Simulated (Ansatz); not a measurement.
Basis-set extrapolation for `FC/C=C(/F)C(F)F` (PBE0-D4/def2-TZVP geometry, frozen core, Ansatz). Multiplicity 1, RHF reference.

|  | def2-TZVPP | def2-QZVPP |
| --- | --- | --- |
| HF | -551.752190 | -551.775976 |
| MP2 correlation | -1.628812 | -1.767694 |
| CCSD(T) correlation | -1.715487 | not run |

Energies in hartree. Use E(X) = E(∞) + A·exp(−7.88·√X) for Hartree–Fock and E(X) = E(∞) + B·X^(−2.97) for correlation, with X = 3 and 4, and add CCSD(T) minus MP2 of the smaller set to the MP2 limit.

What is the CCSD(T) energy at the basis-set limit?

HF limit: -551.775976 + (-0.023786) × 0.13774 = -551.77925. MP2 limit: -1.767694 + (-0.138882) × 0.74074 = -1.87057. Higher-order term: -1.715487 − (-1.628812) = -0.08668. Total: -553.73650 hartree, 168.7 kcal/mol below CCSD(T)/def2-TZVPP.
